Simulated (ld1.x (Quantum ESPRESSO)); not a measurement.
**Cd (Z = 48), PAW: configuration errors across variants**

ld1.x (Quantum ESPRESSO) 7.5 input, shortened:

```
&input
   title='Cd', zed=48., rel=1, dft='PZ', iswitch=3,
   config='[Kr] 4d10 5s1 5p1'
 /
 &inputp
   pseudotype=3, lpaw=.true., tm=.true., lloc=-2, rcloc=1.30,
   nlcc=.true., new_core_ps=.true., rcore=0.90,
   which_augfun='BESSEL', rmatch_augfun=1.00
 /
6
4S  1  0   2.00   0.00  1.15  1.25  0.0
5S  2  0   1.00   0.00  1.15  1.25  0.0
4P  2  1   6.00   0.00  1.75  1.95  0.0
5P  3  1   1.00   0.00  1.75  1.95  0.0
4D  3  2  10.00   0.00  1.15  1.20  0.0
4D  3  2   0.00  -0.65  1.15  1.20  0.0
 &test
   configts(1)='4s2 4p6 4d10 5s1 5p1'
 /
```

All-electron excitation energies from the reference (eV): (1) 4s2 4p6 4d10 5s2 5p0 -4.790; (2) 4s2 4p6 4d10 5s1 5p0 4.838; (3) 4s2 4p6 4d10 5s0 5p0 22.358; (4) 4s2 4p6 4d9 5s0 5p0 60.614; (5) 4s2 4p5 4d10 5s2 5p0 69.436; (6) 4s2 4p6 4d10 5s1.5 5p0 -0.914; (7) 4s2 4p6 4d10 5s0 5p2 5.124; (8) 4s2 4p6 4d10 5s1 5p1 spin -0.509; (9) 4s2 4p6 4d10 5s1 5p0 spin 4.649.

Spin tests fill each open shell by Hund’s rule, majority spin first.

1 further variants failed, have other tests or too few solved ones, and are left out.

Errors AE − PS in meV (a dash: test not solved or not reliable):

| change | (1) | (2) | (3) | (4) | (5) | (6) | (7) | (8) | (9) | bound ghosts |
| --- | --- | --- | --- | --- | --- | --- | --- | --- | --- | --- |
| base | +0.6 | -1.1 | -3.9 | -11 | +2.4 | -0.2 | 0.0 | +0.1 | -1.1 | none |
| waves 4s (bound): rcut 0.86, rcutus 0.92 bohr; 5s (bound): rcut 0.86, rcutus 0.92 bohr | +0.4 | -1.1 | -4.2 | -10 | -41 | -0.3 | -0.2 | +0.1 | -1.1 | none |
| waves 4s (bound): rcut 1.00, rcutus 1.06 bohr; 5s (bound): rcut 1.00, rcutus 1.06 bohr | +0.5 | -1.1 | -4.2 | -10 | -29 | -0.2 | 0.0 | +0.1 | -1.1 | none |
| waves 4s (bound): rcut 1.10, rcutus 1.16 bohr; 5s (bound): rcut 1.10, rcutus 1.16 bohr | +0.5 | -1.1 | -4.0 | -11 | -19 | -0.3 | -0.1 | +0.1 | -1.1 | none |
| waves 4s (bound): rcut 1.15, rcutus 1.32 bohr; 5s (bound): rcut 1.15, rcutus 1.32 bohr | +0.7 | -1.1 | -3.8 | -11 | +25 | -0.1 | -0.1 | +0.1 | -1.1 | none |
| waves 4s (bound): rcut 1.15, rcutus 1.40 bohr; 5s (bound): rcut 1.15, rcutus 1.40 bohr | +1.3 | -1.1 | -3.4 | -11 | +109 | -0.1 | 0.0 | +0.2 | -1.0 | none |
| waves 4s (bound): rcut 1.15, rcutus 1.50 bohr; 5s (bound): rcut 1.15, rcutus 1.50 bohr | +1.0 | -1.0 | -3.6 | -11 | +19 | 0.0 | -0.1 | +0.1 | -1.0 | none |
| waves 4s (bound): rcut 1.15, rcutus 1.78 bohr; 5s (bound): rcut 1.15, rcutus 1.78 bohr | +0.6 | -1.2 | -4.3 | -11 | +88 | -0.2 | -0.4 | +0.1 | -1.0 | none |
| waves 4s (bound): rcut 1.15, rcutus 1.88 bohr; 5s (bound): rcut 1.15, rcutus 1.88 bohr | +0.7 | -1.1 | -4.2 | -10 | – | – | – | – | – | none |

Q: Give the same row for: waves 4s (bound): rcut 1.15, rcutus 1.60 bohr; 5s (bound): rcut 1.15, rcutus 1.60 bohr.

A: +1.0, -1.1, -4.0, -11, +51, 0.0, -0.3, +0.1, -1.0; bound ghosts: none.
